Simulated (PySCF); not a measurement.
Excitation energy of Pd²⁺ by level of theory

Pd²⁺ [Kr] 4d8 (3F) → Pd²⁺ [Kr] 4d7 5s1 (5F), as a difference of total energies. Calculation: PySCF 2.14, in x2c-QZVPPall; scalar relativity by spin-free X2C-1e. The calculations carry no spin-orbit coupling.

```tsv
method	excitation energy (eV)
UHF	6.000
revPBE	6.446
CAM-B3LYP	6.504
wB97M-V	6.939
```

The basis was made for the ground configuration and has no added diffuse functions, so the excitation energy can come out too high.
